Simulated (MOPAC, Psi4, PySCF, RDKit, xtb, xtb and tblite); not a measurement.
Two geometries of SMILES O(C)C[SiH2]B(O)O, relaxed at GFN2-xTB with one dihedral held; other torsions can differ between them too.

Structure A

```
16

C     -2.2112    -0.8408     1.0149
O     -1.0117    -0.6248     0.3184
C     -1.0156     0.5699    -0.4577
Si     0.7128     0.7126    -1.3116
B      1.5835    -1.0649    -1.3491
O      2.7117    -1.2022    -2.0841
O      1.1399    -2.1568    -0.6778
H     -2.4146    -0.0196     1.7126
H     -2.0973    -1.7700     1.5716
H     -3.0582    -0.9293     0.3228
H     -1.2273     1.4269     0.1921
H     -1.8327     0.5197    -1.1898
H      0.4359     1.3729    -2.6006
H      1.4365     1.7444    -0.5418
H      3.1000    -2.0804    -2.0555
H      0.3406    -2.0120    -0.1636
```

Structure B

```
16

C     -2.2060    -0.8833     0.8647
O     -1.0105    -0.6219     0.1787
C     -0.9973     0.6359    -0.4796
Si     0.7671     0.7448    -1.2476
B      0.6980    -0.3370    -2.9045
O      1.3494     0.0701    -4.0138
O     -0.0108    -1.4986    -2.9984
H     -2.3910    -0.1263     1.6371
H     -2.0990    -1.8606     1.3330
H     -3.0639    -0.8971     0.1789
H     -1.1930     1.4338     0.2477
H     -1.8040     0.6791    -1.2254
H      1.0460     2.1817    -1.4170
H      1.6609     0.2808    -0.1760
H      1.2483    -0.5097    -4.7733
H     -0.4600    -1.7821    -2.2022
```

Problem. Which is lower in energy at the level B3LYP-D3(BJ)/def2-SVP // GFN2-xTB (Psi4), and by how much?

Solution. A is lower, by 4.16 kcal/mol (dihedral O2–C3–Si4–B5: 20° in A, 80° in B).

E(B) − E(A) in kcal/mol at the other levels, on the same two geometries: GFN2-xTB (xtb and tblite) 2.71; B3LYP/def2-SVP // GFN2-xTB (Psi4) 4.00; PBE/def2-SVP // GFN2-xTB (Psi4) 4.02; PBE-D3(BJ)/def2-SVP // GFN2-xTB (Psi4) 4.11; UFF // GFN2-xTB (RDKit) -11.66; PM3, restricted, heats of formation // GFN2-xTB (MOPAC) -0.76; AM1, restricted, heats of formation // GFN2-xTB (MOPAC) 0.63; GFN1-xTB // GFN2-xTB (xtb) 1.17; restricted B3LYP/6-31G*, spherical d, density fitting // GFN2-xTB (PySCF) 3.89; restricted Hartree-Fock/6-31G*, spherical d, density fitting // GFN2-xTB (PySCF) 3.15; restricted M06-2X/6-31G*, spherical d, density fitting // GFN2-xTB (PySCF) 3.99; restricted B3LYP/LANL2DZ, with its core potentials past Ne // GFN2-xTB (PySCF) 5.64.
